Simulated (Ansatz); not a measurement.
Ge(OAc)H3 (C2H6GeO2). Charge 0, multiplicity 1. Geometry PBE0-D4/def2-SVP, basis def2-TZVP, Ansatz.

```csv
run,HOMO (eV),LUMO (eV)
A,-7.99,0.15
B,-10.80,2.36
C,-6.34,-0.88
D,-12.21,3.20
E,-6.67,-0.59
F,-9.62,0.98
```

LC-ωPBE has ω = 0.4 bohr⁻¹.

**Question.** The runs used BHLYP, HF, LC-ωPBE, PBE, PBE0, r2SCAN. Estimate which is which.

**Answer.** A PBE0 (25 % exact exchange); B LC-ωPBE (range-separated); C PBE (0 % exact exchange); D HF (100 % exact exchange); E r2SCAN (0 % exact exchange); F BHLYP (50 % exact exchange). Exact exchange lowers occupied and raises empty levels; among semilocal functionals meta-GGAs tend to open the gap a little, and such runs are hard to tell apart. The gap grows from 5.46 eV (PBE) to 15.41 eV (HF).
